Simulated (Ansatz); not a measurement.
Ansatz results at the PBE0-D4/def2-TZVP geometry: size of the dipole moment (ωB97M-V/def2-TZVPP) 0.82 D; HOMO–LUMO gap (ωB97M-V/def2-TZVPP) 9.71 eV; HOMO–LUMO gap (PBE0/def2-TZVPP) 5.59 eV.

Each molecule was computed in one conformer, which needn't be the lowest.

Which molecule gave them?
A. `CCBB[SiH3]`
B. `C[NH][SnH2][SiH3]`
C. `[SiH3]B1C[SiH2]O1`
D. `C[SiH]1[SiH2][Se]1`

A. The others give `[SiH3]B1C[SiH2]O1`: 1.95, 10.53, 6.43; `C[SiH]1[SiH2][Se]1`: 2.17, 10.37, 6.58; `C[NH][SnH2][SiH3]`: 0.88, 9.75, 5.99.
